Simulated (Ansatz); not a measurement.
C2H6GeO2 can be A, `O=C(O)[CH2][GeH3]`, or B, `C[O][Ge][O]C`.

Program: Ansatz. Geometries: PBE0-D4/def2-TZVP. ΔE: electronic, gas phase. CBS: MP2 limit from def2 TZ/QZ plus the TZ coupled-cluster correction, frozen cores. DFT in def2-TZVPP. B3LYP here is the variant with VWN-RPA as its local correlation; programs differ in this. For Ge outer-core shells are correlated without core-valence functions, which leaves a few kJ/mol of doubt a bond. Scalar relativity is left out up to krypton. One conformer a species, not always the lowest.

Q: Which is lower in electronic energy at CCSD(T)/CBS, and by how much? (Estimate.)

A: The calculation gave: B, by 31.2 kJ/mol.

Q: Give E(B) − E(A) in kJ/mol with CCSD(T)/def2-TZVPP, ωB97M-V, B3LYP-D4, PBE-D4, HF/def2-TZVPP, B3LYP, B2PLYP. (An estimate is asked.)

A: Ansatz gave: CCSD(T)/def2-TZVPP -17.2, ωB97M-V -29.9, B3LYP-D4 -43.9, PBE-D4 -25.5, HF/def2-TZVPP -16.7, B3LYP -44.0, B2PLYP -35.7. None reverses the order clearly.

Largest T1 diagnostic: 0.015.

From PBE to PBE0 (25 % exact exchange), in def2-TZVPP and without D4, E(B) − E(A) moves by +10.4 kJ/mol.
